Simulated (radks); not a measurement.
Spherical jellium clusters: N electrons in a uniform positive sphere of charge N and radius rs N^(1/3), rs = 4.79 bohr. Level of theory: non-relativistic Kohn-Sham, LDA (Slater exchange, Perdew-Wang correlation), spin-polarised, spherical densities (a radial shooting solver with Libxc functionals). Levels are named by radial order and angular momentum (1s, 1p, 1d, 2s, ...), and open shells are averaged over m. Each electron was tried in the lowest free levels, single moves between levels near the top were tried too, and the lowest total energy was kept; such a search can miss a lower state. Energies include the self-energy of the background; IP and EA are vertical (highest electron removed, lowest free level filled), at fixed background; spill-out counts the electrons outside the background radius R, and alpha is the static dipole polarisability from linear response (closed shells only). A dash means not computed or, for alpha, an open shell; in EA it means that no bound solution was reached, which is typical of self-interaction and does not show that the anion is unstable. Real open-shell clusters deform, which this model forbids.

| N | open shells | 2S | E(N+1) + E(N-1) - 2E(N) (eV) | EA (eV) | alpha/R^3 |
|---|---|---|---|---|---|
| 1 | 1s(up 1, down 0) | 1 | - | - | - |
| 2 | none | 0 | 0.813 | - | 1.497 |
| 3 | 1p(up 1, down 0) | 1 | -0.521 | - | - |
| 4 | 1p(up 2, down 0) | 2 | -0.344 | - | - |
| 5 | 1p(up 3, down 0) | 3 | 0.265 | - | - |
| 6 | 1p(up 3, down 1) | 2 | -0.282 | 1.198 | - |
| 7 | 1p(up 3, down 2) | 1 | -0.201 | 1.435 | - |
| 8 | none | 0 | 0.866 | - | 1.345 |
| 9 | 1d(up 1, down 0) | 1 | -0.207 | - | - |
| 10 | 1d(up 2, down 0) | 2 | -0.173 | 1.107 | - |
| 11 | 1d(up 3, down 0) | 3 | -0.145 | 1.275 | - |
| 12 | 1d(up 4, down 0) | 4 | -0.123 | 1.417 | - |
| 13 | 1d(up 5, down 0) | 5 | 0.280 | 1.167 | - |
| 14 | 1d(up 5, down 1) | 4 | -0.135 | 1.324 | - |
| 15 | 1d(up 5, down 2) | 3 | -0.115 | 1.456 | - |
| 16 | 1d(up 5, down 3) | 2 | -0.099 | 1.571 | - |
| 17 | 1d(up 5, down 4) | 1 | -0.086 | 1.670 | - |
| 18 | none | 0 | 0.176 | 1.527 | 1.264 |
| 19 | 2s(up 1, down 0) | 1 | 0.190 | 1.386 | - |
| 20 | none | 0 | 0.214 | 1.184 | 1.289 |
| 21 | 1f(up 1, down 0) | 1 | -0.092 | 1.286 | - |
| 22 | 1f(up 2, down 0) | 2 | -0.084 | 1.378 | - |
| 23 | 1f(up 3, down 0) | 3 | -0.076 | 1.461 | - |
| 24 | 1f(up 4, down 0) | 4 | -0.070 | 1.537 | - |
| 25 | 1f(up 5, down 0) | 5 | -0.064 | 1.607 | - |
| 26 | 1f(up 6, down 0) | 6 | -0.059 | 1.670 | - |
| 27 | 1f(up 7, down 0) | 7 | 0.241 | 1.439 | - |
| 28 | 1f(up 7, down 1) | 6 | -0.068 | 1.516 | - |
| 29 | 1f(up 7, down 2) | 5 | -0.062 | 1.586 | - |
| 30 | 1f(up 7, down 3) | 4 | -0.057 | 1.650 | - |
| 31 | 1f(up 7, down 4) | 3 | -0.053 | 1.709 | - |
| 32 | 1f(up 7, down 5) | 2 | -0.049 | 1.764 | - |
| 33 | 1f(up 7, down 6) | 1 | -0.046 | 1.815 | - |
| 34 | none | 0 | 0.290 | 1.546 | 1.211 |
| 35 | 2p(up 1, down 0) | 1 | -0.031 | 1.597 | - |
| 36 | 2p(up 2, down 0) | 2 | -0.023 | 1.639 | - |
| 37 | 2p(up 3, down 0) | 3 | 0.188 | 1.477 | - |
| 38 | 2p(up 3, down 1) | 2 | -0.035 | 1.537 | - |
| 39 | 2p(up 3, down 2) | 1 | -0.028 | 1.588 | - |
| 40 | none | 0 | -0.012 | 1.598 | 1.253 |
| 41 | 1g(up 1, down 0) | 1 | - | 1.642 | - |

All shells are closed at N = 2, 8, 18, 20, 34, 40 (there: 1s2 1p6 1d10 2s2 1f14 2p6); the second difference of the energy has clear peaks (12 % above both neighbours; the first and last values, which can be the largest, are not judged, and half-filled shells can peak too) at N = 5, 8, 13, 20, 27, 34, 37.
